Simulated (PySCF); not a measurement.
Computed IR spectrum (relative IR intensity) of a molecule C₃H₇BFN. Geometry: ωB97X-D3(BJ)/def2-SVP. Other conformers were not sampled. All values below come from ωB97X-D3(BJ)/def2-SVP (PySCF). Frequencies are harmonic and unscaled.

ν (cm⁻¹): 607 (m), 731 (m), 1019 (w), 1057 (vw), 1085 (w), 1117 (vw), 1242 (m), 1320 (w), 1384 (m), 1439 (vw), 1468 (w), 1488 (m), 1584 (vs), 1733 (m), 3049 (m), 3121 (w), 3151 (w), 3168 (vw), 3252 (vw), 3670 (w) (against the strongest line: vs over 80 %, s over 45 %, m over 15 %, w over 4 %, vw less)

Problem. Which structure fits?
A) NB(F)C1CC1
B) C/C=C/B(N)F
C) NB1CC(F)C1
D) C=CB(F)NC

Solution. D, C=CB(F)NC
